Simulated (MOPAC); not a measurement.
Input for MOPAC: PM6 on SiN, 2S+1 = 2, a spin state set in the input, which need not be the lowest, a point of a bond scan (R = 1.529 Å).

```
PM6 1SCF PRECISE CHARGE=0 UHF MS=0.5 THREADS=1
NSi

N      0.00000000 1     0.00000000 1     0.00000000 1
Si     0.00000000 1     0.00000000 1     1.52912500 1
```

The log:

```
*******************************************************************************
 **                                                                           **
 **                              MOPAC v23.2.5                                **
 **                                                                           **
 *******************************************************************************
 ** MOPAC's Digital Object Identifier: https://doi.org/10.5281/zenodo.6511958 **
 **                                                                           **
 ** Please cite the open-source release paper for use of this MOPAC version:  **
 ** J. E. Moussa and J. J. P. Stewart (2026)                                  **
 ** MOPAC: An open-source semiempirical molecular orbital program             **
 ** J. Open Source Softw., 11(119), 8025, https://doi.org/10.21105/joss.08025 **
 *******************************************************************************

                              PM6 CALCULATION RESULTS

 *******************************************************************************
 *  PM6        - The PM6 Hamiltonian to be used
 *  UHF        - UNRESTRICTED HARTREE-FOCK CALCULATION
 *
 *
 *
 *                 CHARGE ON SYSTEM = 0
 *
 *
 *
 *  MS=        - IN MECI, MAGNETIC COMPONENT OF SPIN =  0.5
 *  PRECISE    - TIGHTER CRITERIA TO BE USED
 *  1SCF       - DO 1 SCF AND THEN STOP
 *  THREADS=1  - MULTI-THREADING NOT USED
 *  T=         - A TIME OF 172800.0 SECONDS REQUESTED
 *  DUMP=N     - RESTART FILE WRITTEN EVERY 7200.0 SECONDS REQUESTED
 *******************************************************************************
PM6 1SCF PRECISE CHARGE=0 UHF MS=0.5 THREADS=1
 NSi

   ATOM   CHEMICAL          X               Y               Z
  NUMBER   SYMBOL      (ANGSTROMS)     (ANGSTROMS)     (ANGSTROMS)

     1       N          0.00000000  *   0.00000000  *   0.00000000  *
     2      Si          0.00000000  *   0.00000000  *   1.52912500  *



          CARTESIAN COORDINATES

    NO.       ATOM           X           Y           Z

     1         N          0.0000      0.0000      0.0000
     2        Si          0.0000      0.0000      1.5291

 General Reference for PM6:
 "Optimization of Parameters for Semiempirical Methods V: Modification of NDDO Approximations
 and Application to 70 Elements", J. J. P. Stewart, J. Mol. Mod., 13, 1173-1213 (2007)
 URL: https://link.springer.com/article/10.1007/s00894-007-0233-4

           Empirical Formula: N Si  =     2 atoms



      MOLECULAR POINT GROUP   :   C*v


          UHF CALCULATION, NO. OF ALPHA ELECTRONS =    5
                           NO. OF BETA  ELECTRONS =    4

 -------------------------------------------------------------------------------
 PM6 1SCF PRECISE CHARGE=0 UHF MS=0.5 THREADS=1
 NSi



     1SCF WAS SPECIFIED, SO BFGS WAS NOT USED
     SCF FIELD WAS ACHIEVED


                              PM6 CALCULATION
                                                       MOPAC v23.2.5 Linux




          FINAL HEAT OF FORMATION =        124.73557 KCAL/MOL =     521.89361 KJ/MOL


          COSMO AREA              =         82.69 SQUARE ANGSTROMS
          COSMO VOLUME            =         69.32 CUBIC ANGSTROMS

          IONIZATION POTENTIAL    =          8.605534 EV
          ALPHA SOMO LUMO (EV)    =         -8.606 -0.918
          BETA  SOMO LUMO (EV)    =         -9.593 -0.698
          NO. OF ALPHA ELECTRONS  =          5
          NO. OF BETA  ELECTRONS  =          4
          MOLECULAR WEIGHT        =         42.0922         POINT GROUP:  C*v

          MOLECULAR DIMENSIONS (Angstroms)

            Atom       Atom       Distance
           Si     2    N     1     1.52913
           Si     2    N     1     0.00000
            N     1   Si     2     0.00000


          SCF CALCULATIONS        =          1





   ATOM   CHEMICAL          X               Y               Z
  NUMBER   SYMBOL      (ANGSTROMS)     (ANGSTROMS)     (ANGSTROMS)

     1       N          0.00000000  *   0.00000000  *   0.00000000  *
     2      Si          0.00000000  *   0.00000000  *   1.52912500  *

                             CARTESIAN COORDINATES

   1    N        0.000000000     0.000000000     0.000000000
   2   Si        0.000000000     0.000000000     1.529125000


           Empirical Formula: N Si  =     2 atoms



      MOLECULAR POINT GROUP   :   C*v


          ALPHA EIGENVALUES
 -25.87914 -13.82474 -10.79386 -10.79386  -8.60553  -0.91831  -0.91831  -0.64356
   1.14080   1.14080   3.19675   3.19675   5.14459


           BETA EIGENVALUES
 -23.91703 -11.15872  -9.59287  -9.59287  -0.69771  -0.65214  -0.65214  -0.24639
   1.09537   1.09537   3.69927   3.69927   6.05670


              NET ATOMIC CHARGES AND DIPOLE CONTRIBUTIONS

  ATOM NO.   TYPE          CHARGE      No. of ELECS.   s-Pop       p-Pop       d-Pop
    1          N          -0.310937        5.3109     1.71131     3.59962
    2         Si           0.310937        3.6891     1.80737     1.22758     0.65411
 DIPOLE           X         Y         Z       TOTAL
 POINT-CHG.     0.000     0.000     2.284     2.284
 HYBRID         0.000     0.000     2.206     2.206
 SUM            0.000     0.000     4.490     4.490


          ATOMIC ORBITAL ELECTRON POPULATIONS

     Atom    s        px        py        pz      x^2-y^2     xz        z^2       yz        xy
    1  N   1.71131   1.32515   1.32515   0.94933
    2 Si   1.80737   0.43573   0.43573   0.35611   0.00000   0.23912   0.17587   0.23912   0.00000


                    (SZ)    =    0.500000
                    (S**2)  =    0.787943


          ATOMIC ORBITAL SPIN POPULATIONS

    Atom   Total    s     px     py     pz   x^2-y^2  xz     z^2    yz     xy
         Atomic
    1  N  1.0043  0.061  0.120  0.120  0.704
    2 Si -0.0043  0.058 -0.094 -0.094  0.073  0.000 -0.026  0.104 -0.026  0.000

 **********************
 *                    *
 * JOB ENDED NORMALLY *
 *                    *
 **********************




 == MOPAC DONE ==
```

The run finished.

Cost: roughly 0.03 core-seconds.
